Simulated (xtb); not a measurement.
Input file for xtb: GFN1-xTB on CH3FOSi (SMILES CO[Si]F), a point of a torsion scan.

```
$ xtb mol.xyz --gfn 1 --sp --chrg 0 --uhf 0
7

C     -0.87499887    -0.01600702     0.12939410
O     -0.07011572     1.12544735     0.24547067
Si    -0.18032877     2.67189039    -0.17024127
F     -1.70376458     2.71142795    -0.79481120
H     -0.52608947    -0.61578533    -0.71429735
H     -1.92101831     0.25147553    -0.03267908
H     -0.78435608    -0.59655697     1.04885230
```

Output:

```
[...]
           -------------------------------------------------
          |                Calculation Setup                |
           -------------------------------------------------



           -------------------------------------------------
          |                 G F N 1 - x T B                 |
           -------------------------------------------------

        Reference                      10.1021/acs.jctc.7b00118
      * Hamiltonian:
        H0-scaling (s, p, d)           1.850000    2.250000    2.000000
        zeta-weighting                 0.000000
      * Dispersion:
        s8                             2.400000
        a1                             0.630000
        a2                             5.000000
        s9                             0.000000
      * Repulsion:
        kExp                           1.500000
        rExp                           1.000000
      * Coulomb:
        alpha                          2.000000
        third order                    atomic
        anisotropic                    false
      * Halogen bond correction:
        rad-scale                      1.300000
        damping                        0.440000


          ...................................................
          :                      SETUP                      :
          :.................................................:
          :  # basis functions                  28          :
          :  # atomic orbitals                  27          :
          :  # shells                           15          :
          :  # electrons                        24          :
          :  # halogen bonds                     0          :
          :  max. iterations                   250          :
          :  Hamiltonian                  GFN1-xTB          :
          :  restarted?                      false          :
          :  GBSA solvation                  false          :
          :  PC potential                    false          :
          :  electronic temp.          300.0000000     K    :
          :  accuracy                    1.0000000          :
          :  -> integral cutoff          0.2500000E+02      :
          :  -> integral neglect         0.1000000E-07      :
          :  -> SCF convergence          0.1000000E-05 Eh   :
          :  -> wf. convergence          0.2000000E-04 e    :
          :  Broyden damping             0.4000000          :
          :  net charge                          0          :
          :  unpaired electrons                  0          :
          ...................................................

 iter      E             dE          RMSdq      gap      omega  full diag
   1    -15.5860237 -0.155860E+02  0.718E+00    5.12       0.0  T
   2    -15.6106709 -0.246472E-01  0.422E+00    4.87       1.0  T
   3    -15.6109829 -0.311916E-03  0.799E-01    4.55       1.0  T
   4    -15.6122850 -0.130214E-02  0.213E-01    4.55       1.0  T
   5    -15.6123815 -0.964555E-04  0.704E-02    4.56       1.0  T
   6    -15.6123847 -0.321216E-05  0.131E-02    4.57       2.9  T
   7    -15.6123850 -0.289641E-06  0.144E-03    4.57      26.3  T
   8    -15.6123850 -0.103190E-07  0.116E-04    4.57     326.4  T
   9    -15.6123850 -0.373905E-10  0.306E-05    4.57    1233.6  T

   *** convergence criteria satisfied after 9 iterations ***

         #    Occupation            Energy/Eh            Energy/eV
      -------------------------------------------------------------
         1        2.0000           -0.7798420             -21.2206
       ...           ...                  ...                  ...
         6        2.0000           -0.5608484             -15.2615
         7        2.0000           -0.5090795             -13.8528
         8        2.0000           -0.4925100             -13.4019
         9        2.0000           -0.4896090             -13.3229
        10        2.0000           -0.4622422             -12.5783
        11        2.0000           -0.4528914             -12.3238
        12        2.0000           -0.3826644             -10.4128 (HOMO)
        13                         -0.2147239              -5.8429 (LUMO)
        14                         -0.1442282              -3.9247
        15                         -0.1255192              -3.4156
        16                         -0.0922929              -2.5114
        17                         -0.0608861              -1.6568
       ...                                ...                  ...
        27                          1.1393439              31.0031
      -------------------------------------------------------------
                  HL-Gap            0.1679404 Eh            4.5699 eV
             Fermi-level           -0.2986942 Eh           -8.1279 eV

 SCC (total)                   0 d,  0 h,  0 min,  0.007 sec
 SCC setup                      ...        0 min,  0.000 sec (  1.616%)
 Dispersion                     ...        0 min,  0.000 sec (  0.635%)
 classical contributions        ...        0 min,  0.000 sec (  0.265%)
 integral evaluation            ...        0 min,  0.002 sec ( 27.051%)
 iterations                     ...        0 min,  0.002 sec ( 25.988%)
 molecular gradient             ...        0 min,  0.003 sec ( 42.257%)
 printout                       ...        0 min,  0.000 sec (  2.007%)

         :::::::::::::::::::::::::::::::::::::::::::::::::::::
         ::                     SUMMARY                     ::
         :::::::::::::::::::::::::::::::::::::::::::::::::::::
         :: total energy             -15.528667198774 Eh    ::
         :: gradient norm              0.023191630404 Eh/a0 ::
         :: HOMO-LUMO gap              4.569891592789 eV    ::
         ::.................................................::
         :: SCC energy               -15.612384964633 Eh    ::
         :: -> electrostatic           0.056535115077 Eh    ::
         :: repulsion energy           0.085430672432 Eh    ::
         :: dispersion energy         -0.001712906573 Eh    ::
         :: halogen bond corr.         0.000000000000 Eh    ::
         :: add. restraining           0.000000000000 Eh    ::
         :: total charge               0.000000000000 e     ::
         :::::::::::::::::::::::::::::::::::::::::::::::::::::

           -------------------------------------------------
          |                Property Printout                |
           -------------------------------------------------

    * Orbital Energies and Occupations

         #    Occupation            Energy/Eh            Energy/eV
      -------------------------------------------------------------
         1        2.0000           -0.7798420             -21.2206
         2        2.0000           -0.7539439             -20.5159
         3        2.0000           -0.6464997             -17.5922
         4        2.0000           -0.5772441             -15.7076
         5        2.0000           -0.5652616             -15.3816
         6        2.0000           -0.5608484             -15.2615
         7        2.0000           -0.5090795             -13.8528
         8        2.0000           -0.4925100             -13.4019
         9        2.0000           -0.4896090             -13.3229
        10        2.0000           -0.4622422             -12.5783
        11        2.0000           -0.4528914             -12.3238
        12        2.0000           -0.3826644             -10.4128 (HOMO)
        13                         -0.2147239              -5.8429 (LUMO)
        14                         -0.1442282              -3.9247
        15                         -0.1255192              -3.4156
        16                         -0.0922929              -2.5114
        17                         -0.0608861              -1.6568
Note: The following floating-point exceptions are signalling: IEEE_DENORMAL
normal termination of xtb
        18                         -0.0528007              -1.4368
        19                          0.0660076               1.7962
        20                          0.1208776               3.2892
        21                          0.1224414               3.3318
        22                          0.2395790               6.5193
        23                          0.2882378               7.8434
       ...                                ...                  ...
        27                          1.1393439              31.0031
      -------------------------------------------------------------
                  HL-Gap            0.1679404 Eh            4.5699 eV
             Fermi-level           -0.2986942 Eh           -8.1279 eV

  Mulliken/CM5 charges         n(s)   n(p)   n(d)
     1C     0.17744  0.06148   0.964  2.859  0.000
     2O    -0.40799 -0.46757   1.640  4.768  0.000
     3Si    0.46435  0.43901   1.674  1.210  0.651
     4F    -0.29292 -0.27347   1.784  5.509  0.000
     5H     0.01745  0.07740   0.983  0.000  0.000
     6H     0.02859  0.09006   0.971  0.000  0.000
     7H     0.01309  0.07310   0.987  0.000  0.000

Wiberg/Mayer (AO) data.
largest (>0.10) Wiberg bond orders for each atom

 ---------------------------------------------------------------------------
     #   Z sym  total        # sym  WBO       # sym  WBO       # sym  WBO
 ---------------------------------------------------------------------------
     1   6 C    3.919 --     7 H    0.986     5 H    0.985     6 H    0.984
                             2 O    0.923
     2   8 O    2.344 --     3 Si   1.362     1 C    0.923
     3  14 Si   2.620 --     2 O    1.362     4 F    1.199
     4   9 F    1.230 --     3 Si   1.199
     5   1 H    1.013 --     1 C    0.985
     6   1 H    1.011 --     1 C    0.984
     7   1 H    1.017 --     1 C    0.986
 ---------------------------------------------------------------------------

Topologies differ in total number of bonds
Writing topology from bond orders to xtbtopo.mol

 dipole moment from electron density (au)
     X       Y       Z
   0.1291  -0.3887   0.1016  total (Debye):    1.073


           -------------------------------------------------
          | TOTAL ENERGY              -15.528667198774 Eh   |
          | GRADIENT NORM               0.023191630404 Eh/α |
          | HOMO-LUMO GAP               4.569891592789 eV   |
           -------------------------------------------------

------------------------------------------------------------------------
------------------------------------------------------------------------
 total:
 SCF:
```

The run finished.

Cost: about 0.03 core-seconds (a rough figure).
